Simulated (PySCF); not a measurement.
GeH4S2. Atoms are numbered in the order given.

```xyz
7

Ge     0.0000     0.0000    -0.6222
S     -1.8589    -0.0529     0.6333
S      1.8589     0.0529     0.6333
H     -0.0853    -1.2740    -1.4828
H      0.0853     1.2740    -1.4828
H     -1.5557     1.0817     1.3059
H      1.5557    -1.0817     1.3059
```
Charge 0, spin multiplicity 1.

Geometry optimised at B3LYP-D3(BJ)/def2-SVP. The values are those of a single conformer.

These are PBE/def2-TZVPD (PySCF) values and carry that method's errors.

Symmetry labels are those of the subgroup C2 that the program uses (full group C2).

### Question
List the valence orbital energies around the gap with their symmetry. (Estimate from the structure and the level; the computed values follow.)

### Answer

```json
[
 {"orbital": "HOMO−7", "symmetry": "A", "energy (eV)": "-13.62"},
 {"orbital": "HOMO−6", "symmetry": "B", "energy (eV)": "-10.64"},
 {"orbital": "HOMO−5", "symmetry": "A", "energy (eV)": "-9.80"},
 {"orbital": "HOMO−4", "symmetry": "B", "energy (eV)": "-8.87"},
 {"orbital": "HOMO−3", "symmetry": "A", "energy (eV)": "-8.64"},
 {"orbital": "HOMO−2", "symmetry": "B", "energy (eV)": "-8.00"},
 {"orbital": "HOMO−1", "symmetry": "A", "energy (eV)": "-6.51"},
 {"orbital": "HOMO", "symmetry": "B", "energy (eV)": "-6.19"},
 {"orbital": "LUMO", "symmetry": "A", "energy (eV)": "-1.73"},
 {"orbital": "LUMO+1", "symmetry": "A", "energy (eV)": "-0.95"},
 {"orbital": "LUMO+2", "symmetry": "B", "energy (eV)": "-0.90"},
 {"orbital": "LUMO+3", "symmetry": "B", "energy (eV)": "-0.26"}
]
```
